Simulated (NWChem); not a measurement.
System: CH5BFNO; SMILES CNB(O)F

NWChem input:

```
start job
memory heap 200 mb stack 900 mb global 1100 mb
geometry units angstroms
  B      0.135658     0.195163     0.386145
  F      0.842599    -0.131573     1.479489
  N     -0.014967    -0.808079    -0.580024
  C     -0.709519    -0.767836    -1.846834
  H      0.413873    -1.700133    -0.391375
  H     -1.506358    -1.513480    -1.876918
  H     -0.019130    -0.962779    -2.674929
  H     -1.153410     0.215440    -1.995635
  O     -0.349843     1.452115     0.341101
  H     -0.852054     1.678156    -0.438715
end
basis spherical
  * library def2-svp
end
dft
  xc xpbe96 cpbe96
  disp vdw 4
  iterations 150
end
driver
  maxiter 120
end
task dft optimize
task dft freq
```

Parts of the log:

```
             Northwest Computational Chemistry Package (NWChem) 7.3.0
             --------------------------------------------------------

 C1  symmetry detected

                             Geometry "geometry" -> ""
                             -------------------------

 Output coordinates in angstroms (scale by  1.889725989 to convert to a.u.)

  No.       Tag          Charge          X              Y              Z
 ---- ---------------- ---------- -------------- -------------- --------------
    1 B                    5.0000     0.01417360     0.57806369    -0.00006955
    2 F                    9.0000    -0.80119564     1.64441076     0.00006692
    3 N                    7.0000    -0.60513274    -0.67856853    -0.00035210
    4 C                    6.0000    -0.01143782    -1.99627710    -0.00021759
    5 H                    1.0000    -1.61254628    -0.69781651    -0.00025547
    6 H                    1.0000    -0.31617981    -2.55982550    -0.88417909
    7 H                    1.0000    -0.31205992    -2.55788898     0.89118553
    8 H                    1.0000     1.07449356    -1.91406344    -0.00278851
    9 O                    8.0000     1.33735607     0.83663021     0.00001357
   10 H                    1.0000     1.91189275     0.07417976    -0.00055534

 Effective nuclear repulsion energy (a.u.)     172.4126131726

                                Z-matrix (autoz)
                                --------

 Units are Angstrom for bonds and degrees for angles

[...]

      ----------------------
      Optimization converged
      ----------------------

  Step       Energy      Delta E   Gmax     Grms     Xrms     Xmax
  ---- ---------------- -------- -------- -------- -------- --------
@    6    -295.38142225  1.9D-08  0.00002  0.00001  0.00013  0.00024
                                     ok       ok       ok       ok

                                Z-matrix (autoz)
                                --------

 Units are Angstrom for bonds and degrees for angles

[...]

 Rotational Constants
 --------------------
 A=   0.301069 cm-1  (  0.433162 K)
 B=   0.120354 cm-1  (  0.173159 K)
 C=   0.087431 cm-1  (  0.125791 K)

 Temperature                      =   298.15K
 frequency scaling parameter      =   1.0000

 Zero-Point correction to Energy  =   46.760 kcal/mol  (  0.074516 au)
 Thermal correction to Energy     =   50.662 kcal/mol  (  0.080736 au)
 Thermal correction to Enthalpy   =   51.255 kcal/mol  (  0.081680 au)

 Total Entropy                    =   77.792 cal/mol-K
   - Translational                =   38.923 cal/mol-K (mol. weight =  77.0448)
   - Rotational                   =   25.724 cal/mol-K (symmetry #  =        1)
   - Vibrational                  =   13.145 cal/mol-K

 Cv (constant volume heat capacity) =   20.455 cal/mol-K
   - Translational                  =    2.979 cal/mol-K
   - Rotational                     =    2.979 cal/mol-K
   - Vibrational                    =   14.496 cal/mol-K

[normal modes left out]

 ----------------------------------------------------------------------------
 Normal Eigenvalue ||           Projected Infra Red Intensities
  Mode   [cm**-1]  || [atomic units] [(debye/angs)**2] [(KM/mol)] [arbitrary]
 ------ ---------- || -------------- ----------------- ---------- -----------
    1       -0.000 ||    0.000676           0.016         0.659       0.139
    2       -0.000 ||    0.002358           0.054         2.299       0.485
    3        0.000 ||    0.000839           0.019         0.818       0.173
    4        0.000 ||    0.001092           0.025         1.065       0.225
    5        0.000 ||    0.000071           0.002         0.069       0.015
    6        0.000 ||    0.001655           0.038         1.614       0.340
    7       64.144 ||    0.002141           0.049         2.087       0.440
    8      133.595 ||    0.000968           0.022         0.944       0.199
    9      230.699 ||    0.004126           0.095         4.023       0.849
   10      410.433 ||    0.131249           3.028       127.949      26.997
   11      425.272 ||    0.004990           0.115         4.864       1.026
   12      500.294 ||    0.009866           0.228         9.618       2.029
   13      534.419 ||    0.033166           0.765        32.332       6.822
   14      626.337 ||    0.060884           1.405        59.353      12.524
   15      799.435 ||    0.003700           0.085         3.607       0.761
   16      945.529 ||    0.120465           2.779       117.435      24.779
   17     1062.913 ||    0.038647           0.892        37.675       7.949
   18     1104.020 ||    0.000008           0.000         0.008       0.002
   19     1143.777 ||    0.024783           0.572        24.159       5.098
   20     1277.513 ||    0.121914           2.813       118.847      25.077
   21     1390.238 ||    0.118302           2.729       115.326      24.334
   22     1403.936 ||    0.003537           0.082         3.448       0.728
   23     1432.462 ||    0.085402           1.970        83.254      17.567
   24     1440.735 ||    0.132195           3.050       128.870      27.192
   25     1530.167 ||    0.360281           8.312       351.220      74.108
   26     2930.542 ||    0.067847           1.565        66.140      13.956
   27     2989.253 ||    0.035647           0.822        34.750       7.332
   28     3034.121 ||    0.035218           0.813        34.332       7.244
   29     3542.010 ||    0.023862           0.551        23.262       4.908
   30     3772.720 ||    0.032583           0.752        31.764       6.702
 ----------------------------------------------------------------------------
```

Level: PBE-D3(BJ)/def2-SVP.
